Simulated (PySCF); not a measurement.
**Two-component Hartree-Fock for Pb⁶⁴⁺ (lead, charge +64)**

Start: [Ar]. Calculated with PySCF 2.14 in an even-tempered Gaussian basis (17 s from 7.4 bohr⁻², ratio 2.6; 14 p from 9.7 bohr⁻², ratio 2.6; 5 d from 9.9 bohr⁻², ratio 2.8; 3 f from 150 bohr⁻², ratio 2.8): generalised Hartree-Fock with the X2C-1e Hamiltonian and a Gaussian nucleus; spin-orbit coupling (SO) screened by Boettger's factors.

```json
{"spinor shell": "1s1/2", "electrons": "2", "ε, screened SO (eV)": "-93574.8", "weight of nominal j (screened SO)": "1.000", "rms radius, screened SO (bohr)": "0.0181"}
{"spinor shell": "2s1/2", "electrons": "2", "ε, screened SO (eV)": "-20923.9", "weight of nominal j (screened SO)": "1.000", "rms radius, screened SO (bohr)": "0.0723"}
{"spinor shell": "2p1/2", "electrons": "2", "ε, screened SO (eV)": "-20308.3", "weight of nominal j (screened SO)": "1.000", "rms radius, screened SO (bohr)": "0.0610"}
{"spinor shell": "2p3/2", "electrons": "4", "ε, screened SO (eV)": "-18077.8", "weight of nominal j (screened SO)": "1.000", "rms radius, screened SO (bohr)": "0.0690"}
{"spinor shell": "3s1/2", "electrons": "2", "ε, screened SO (eV)": "-8201.3", "weight of nominal j (screened SO)": "1.000", "rms radius, screened SO (bohr)": "0.175"}
{"spinor shell": "3p1/2", "electrons": "2", "ε, screened SO (eV)": "-7948.4", "weight of nominal j (screened SO)": "1.000", "rms radius, screened SO (bohr)": "0.166"}
{"spinor shell": "3p3/2", "electrons": "4", "ε, screened SO (eV)": "-7366.5", "weight of nominal j (screened SO)": "1.000", "rms radius, screened SO (bohr)": "0.180"}
```

| quantity | screened SO |
| --- | --- |
| E (hartree) | -16345.67122 |
| M_J | 0 |
| ⟨J²⟩ | 0.000 |
| ⟨L²⟩ | 0.089 |
| ⟨S²⟩ | 0.089 |

Breit and QED terms are absent; they matter most for the inner s and p1/2 levels.

Densities and radii are taken from the X2C orbitals without a picture-change correction, which distorts them close to the nucleus.
